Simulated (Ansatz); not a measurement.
C3H12Si3, SMILES C=CC([SiH3])([SiH3])[SiH3].

Coordinates come from a PBE-D3(BJ)/def2-SVP optimisation. This is a generated structure with no PubChem entry under its InChIKey; it may be hypothetical. The values are those of a single conformer.

Two levels are set side by side: PBE/def2-SVPD (Ansatz, a quantum-chemistry and plane-wave program) and PBE0/def2-SVPD (Ansatz). Energy differences of separate SCF runs at the same geometry; the states with an electron removed or added have multiplicity 2 and 2. Differences are taken from unrounded values.

```
quantity                           PBE0   PBE  PBE minus PBE0
---------------------------------  ----  ----  --------------
vertical ionisation energy (eV)    9.04  8.92           -0.12
vertical singlet–triplet gap (eV)  3.95  4.04            0.09
```
